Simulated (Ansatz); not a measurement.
Computed with Ansatz (a first-principles code) with frozen-core CCSD(T)/def2-TZVPP // r2SCAN-D4/def2-SVP.

Ansatz 0.2 input:
```yaml
crystal:
  periodic: [false, false, false]
  atoms:
    - { symbol: Zr, position_ang: [-0.006278, 0.011234, 0.002757] }
    - { symbol: F, position_ang: [0.853119, 0.136773, -1.680365] }
    - { symbol: F, position_ang: [-1.241966, -1.423206, -0.048603] }
    - { symbol: F, position_ang: [1.297066, -0.353367, 1.327742] }
    - { symbol: Br, position_ang: [-1.191471, 2.151299, 0.526374] }
basis:
  gaussian: { orbitals: def2-TZVPP }
correlation:
  method: ccsd_t
```

Output:

```
Functional definition: HF
1331 factors; integrals over basis functions are off by at most 9.6e-4 eV
mean field evaluation 1: about -79390.2190 eV, gradient 5.8e1 eV
mean field evaluation 2: about -79390.3348 eV, gradient 5.8e1 eV
mean field evaluation 4: about -79395.9815 eV, gradient 1.7e0 eV
mean field evaluation 8: about -79396.0287 eV, gradient 1.6e-1 eV
mean field evaluation 16: about -79390.2184 eV, gradient 5.8e1 eV
mean field -79396.02880105 eV, -2917.7502418774 hartree, gradient 2.3e-6 eV, S^2 0.000000; 0 other end points of the search recorded, 0 dependent functions left out
12 core orbitals not correlated
reference -79396.02880105 eV, -2917.7502418774 hartree; 25, 25 occupied and 160, 160 virtual orbitals, 1331 factors
second order -37.24552662 eV of doubles, -0.00000000 eV of singles
cycle   1  -35.97632350 eV  change     1.3e0 eV  update   1.8e-1
cycle   2  -36.85744219 eV  change   -8.8e-1 eV  update   8.0e-2
cycle   3  -37.08839032 eV  change   -2.3e-1 eV  update   3.0e-2
cycle   4  -37.06681641 eV  change    2.2e-2 eV  update   9.4e-3
cycle   5  -37.05122338 eV  change    1.6e-2 eV  update   2.9e-3
cycle   6  -37.05265446 eV  change   -1.4e-3 eV  update   1.0e-3
cycle   7  -37.05290336 eV  change   -2.5e-4 eV  update   3.2e-4
cycle   8  -37.05256413 eV  change    3.4e-4 eV  update   1.3e-4
cycle   9  -37.05260600 eV  change   -4.2e-5 eV  update   4.3e-5
cycle  10  -37.05267235 eV  change   -6.6e-5 eV  update   1.4e-5
cycle  11  -37.05263943 eV  change    3.3e-5 eV  update   5.2e-6
perturbative correction -1.34690513 eV, -0.0494978507 hartree
Total energy: -79434.42834561 eV, -2919.1613991120 hartree
```

Cost: very roughly 4 core-minutes.
